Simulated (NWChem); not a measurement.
# C2H6F2Si; SMILES CC(F)(F)[SiH3]

```xyz
11

C     -1.3045    -1.1453     0.0000
C      0.0084    -0.3925     0.0000
F      0.7386    -0.7914     1.1106
F      0.7386    -0.7914    -1.1106
Si    -0.0361     1.5323     0.0000
H     -1.0963    -2.2207     0.0000
H     -1.8900    -0.8980     0.8905
H     -1.8900    -0.8980    -0.8905
H      1.3614     2.0256     0.0000
H     -0.7490     2.0058     1.2148
H     -0.7490     2.0058    -1.2148
```
Atoms are numbered in this order, from 1.

Results from NWChem. Pople sets run with spherical d functions. All runs use the structure optimised with B3LYP/6-31G* (spherical d). Vertical excitations in the gas phase; the lowest state need not have the same character in each row.

```tsv
level	lowest excitation, singlet (eV)	lowest state with f > 0.02, singlet (eV)	orbital gap (eV)
PBE/6-31+G*, full TDDFT	6.66	7.17	6.56
B3LYP/6-31+G*, full TDDFT	___	___	___
Hartree-Fock/6-31+G*, TDHF	9.78	9.80	14.11
LDA (Slater exchange, VWN5)/6-31+G*, full TDDFT	6.69	7.25	6.53
```

Task: Some entries are withheld; supply them.

Result: 
- B3LYP/6-31+G*, full TDDFT, lowest excitation, singlet (eV): 7.44
- B3LYP/6-31+G*, full TDDFT, lowest state with f > 0.02, singlet (eV): 7.95
- B3LYP/6-31+G*, full TDDFT, orbital gap (eV): 8.30
